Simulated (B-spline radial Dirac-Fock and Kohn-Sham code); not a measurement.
Kohn-Sham estimates against Dirac-Fock for the levels of Lu

System: the Lu atom, [Xe] 4f13 5d2 6s2 (an excited configuration).

The density-functional columns are spherical, spin-unpolarised Dirac-Kohn-Sham results without Breit or QED terms: −ε is minus the orbital energy of the initial state and ΔSCF the difference of two total energies. The reference in the last column comes from Dirac-Fock (average of configuration) total-energy differences with a finite nucleus, the Breit interaction including its frequency dependence, and self-energy and vacuum-polarisation corrections. All numbers are from a radial B-spline solver, in eV; a selection of levels is shown. The Kohn-Sham columns are given as differences from the reference. For the 1s level of heavy atoms much of the gap between ΔSCF and the reference is the Breit and QED part, -304.1 eV here; for other levels the error of the functional can be larger.

```csv
level,LDA −ε − DF,LDA ΔSCF − DF,Dirac-Fock
1s,-229.5,+292.1,63325.7
2s,-151.6,-58.9,10894.1
2p1/2,-107.3,+12.6,10366.3
2p3/2,-118.6,-14.6,9261.5
3s,-75.6,-50.7,2516.6
3p1/2,-58.9,-32.0,2285.1
3p3/2,-58.0,-33.6,2046.3
3d3/2,-36.9,-7.1,1658.4
3d5/2,-37.9,-9.0,1607.4
4s,-38.0,-27.6,530.1
4p1/2,-30.6,-20.3,435.1
4p3/2,-30.9,-20.9,380.8
4d3/2,-19.0,-9.3,224.4
4d5/2,-19.1,-9.5,214.5
4f,-4.5,+4.0,21.41
5s,-9.4,-3.2,74.52
5p1/2,-4.8,+1.0,45.05
5p3/2,-4.9,+0.6,37.77
5d,-2.6,+1.3,5.58
6s,-0.9,+2.0,6.09
```

Values without a named source are computed, but for edge energies of neutral atoms, which are taken from tables.
